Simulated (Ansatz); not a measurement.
A structure relaxed at PBE0-D4/def2-TZVP, charge 0, multiplicity 2:

| atom | x (Å) | y (Å) | z (Å) |
| --- | --- | --- | --- |
| Br1 | 0.941 | -1.200 | -1.606 |
| In2 | -0.763 | 0.092 | -0.303 |
| Br3 | -0.179 | 1.108 | 1.909 |

(1) Give its formula and SMILES.

(2) Point group (tolerance 0.08 Å, 0.16 Å for H)?

(3) Summarise the bond lengths by kind.

Answers

(1) Br2In, `[Br][In][Br]`.

(2) C2v.

(3) 2 × Br–In 2.504 Å.

All numbers were calculated with Ansatz.
